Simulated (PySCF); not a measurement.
Compound: C₅H₃N₂S (doublet state).
Cartesian coordinates in Å at the GFN2-xTB level; atoms count from 1:
```xyz
11
C5H3N2S angstrom
C      3.2425    0.3741   -0.9062
C      2.1463    0.0956   -0.5044
C      0.8576   -0.2329   -0.0303
N      0.7148   -1.2456    0.8374
S     -0.8272   -1.4377    1.2378
C     -1.3120   -0.0471    0.1532
C     -2.5894    0.3668    0.0092
N     -0.2162    0.4324   -0.4180
H      4.1997    0.6205   -1.2587
H     -3.3919   -0.1140    0.5362
H     -2.8186    1.1904   -0.6421
```

The hyperfine couplings belong to this conformer and change with its torsions.

As a line formula: `C#Cc1nsc([CH2])n1` [radical].

Computed, not measured: UKS B3LYP, pcH-1 on C H N S, non-relativistic, mean-field spin-orbit, GIAO in PySCF 2.14.0. Isolated species at its GFN2-xTB geometry (one conformer only). Couplings are sensitive to structure, and on GFN2-xTB geometries they can be far from those on DFT ones. Stability of the SCF solution: not tested. ⟨S²⟩ is 0.780 where a pure state has 0.75.

Principal values of hyperfine tensors in MHz (contact, dipolar and spin–orbit terms together), for some of the nuclei:

| atom | isotope | A1 | A2 | A3 |
| --- | --- | --- | --- | --- |
| C7 | 13C | 0.11 | 0.92 | 151.55 |
| C6 | 13C | -68.46 | -36.72 | -30.16 |
| H11 | 1H | -63.96 | -42.19 | -16.38 |
| H10 | 1H | -63.32 | -41.80 | -16.11 |
| N4 | 14N | -1.92 | -1.25 | 38.54 |
| N8 | 14N | -1.45 | -0.88 | 30.33 |
| C2 | 13C | 3.88 | 5.35 | 7.74 |
| S5 | 33S | -18.68 | -14.85 | 48.62 |

(1) Give the isotropic coupling of each nucleus in MHz and in mT (g = 2.0056), and the anisotropic part.

(2) What spin density at the nucleus of N8 lies behind its contact coupling (g_N = 0.40376)?

(3) C3 (13C, g_N = 1.40482) isn't in the table. Its spin density at the nucleus is -0.01955 bohr⁻³. What is its contact coupling?

(4) Which nucleus of the table has the largest anisotropic coupling, and what is its form?

(5) What first-order splitting does C7 cause when the field lies along A1, A2 or A3 of its tensor (g taken as isotropic, no quadrupole term)?

Answers

(1) a_iso = (A1 + A2 + A3)/3, Ti = Ai − a_iso; 1 mT corresponds to 28.071 MHz. The tensors hold a spin–orbit part: the run splits a_iso into a_FC + a_SO, and T includes its anisotropic share.

```json
{"atom": "C7", "a_iso (MHz)": "50.86", "a_FC": "51.02", "a_SO": "-0.16", "a_iso (mT)": "1.812", "T1": "-50.75", "T2": "-49.94", "T3": "100.69"}
{"atom": "C6", "a_iso (MHz)": "-45.11", "a_FC": "-45.17", "a_SO": "0.06", "a_iso (mT)": "-1.607", "T1": "-23.34", "T2": "8.40", "T3": "14.95"}
{"atom": "H11", "a_iso (MHz)": "-40.84", "a_FC": "-40.83", "a_SO": "-0.01", "a_iso (mT)": "-1.455", "T1": "-23.12", "T2": "-1.35", "T3": "24.47"}
{"atom": "H10", "a_iso (MHz)": "-40.41", "a_FC": "-40.40", "a_SO": "-0.01", "a_iso (mT)": "-1.440", "T1": "-22.91", "T2": "-1.39", "T3": "24.30"}
{"atom": "N4", "a_iso (MHz)": "11.79", "a_FC": "11.66", "a_SO": "0.13", "a_iso (mT)": "0.420", "T1": "-13.71", "T2": "-13.04", "T3": "26.75"}
{"atom": "N8", "a_iso (MHz)": "9.33", "a_FC": "9.26", "a_SO": "0.08", "a_iso (mT)": "0.333", "T1": "-10.79", "T2": "-10.21", "T3": "20.99"}
{"atom": "C2", "a_iso (MHz)": "5.66", "a_FC": "5.66", "a_SO": "0.00", "a_iso (mT)": "0.202", "T1": "-1.78", "T2": "-0.31", "T3": "2.09"}
{"atom": "S5", "a_iso (MHz)": "5.03", "a_FC": "5.25", "a_SO": "-0.22", "a_iso (mT)": "0.179", "T1": "-23.71", "T2": "-19.88", "T3": "43.59"}
```

(2) a_FC = (2μ0/3) gₑ μB g_N μN ρ(0)/(2S·h) = 800.24 MHz × g_N × ρ(0)/(2S), with ρ in bohr⁻³. With a_FC = 9.26 MHz and 2S = 1, ρ(0) = 0.02865 bohr⁻³.

(3) By the same relation, a_FC = -22.0 MHz. Its full tensor has the principal values -38.54, -15.16, -12.14 MHz.

(4) C7: -50.8, -49.9, 100.7 MHz (the dipolar term alone has -50.8, -49.8, 100.5), axial, in the ratio −1:−1:+2, the form that spin in one p orbital centred on that nucleus gives.

(5) 2 lines (I = 1/2), spaced by |A_i|/(g × 13.996): 0.00, 0.03, 5.40 mT along the axes of A1, A2 and A3.
